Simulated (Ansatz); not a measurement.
| atom | x (Å) | y (Å) | z (Å) |
| --- | --- | --- | --- |
| O | -0.0938 | 1.1299 | 0.0877 |
| C | 0.0074 | -0.0005 | 0.0194 |
| O | 0.1086 | -1.1309 | -0.0490 |

Basis set: def2-TZVP (spherical functions). Frozen core: 3 orbitals. Charge 0, multiplicity 3.

Computed with Ansatz (development build ahead of 0.2.0); each method stands on the lowest determinant of its kind that the runs found.

Give the atomization energy at this shape (free ground-state atoms in the same class of orbitals less the molecule, no zero-point energy) of triplet CO₂ by UHF-MP2, UHF.

| method | atomization energy |
| --- | --- |
| UHF-MP2 | 7.85 eV |
| UHF | 2.77 eV |

Caution: another spin multiplicity may lie lower.
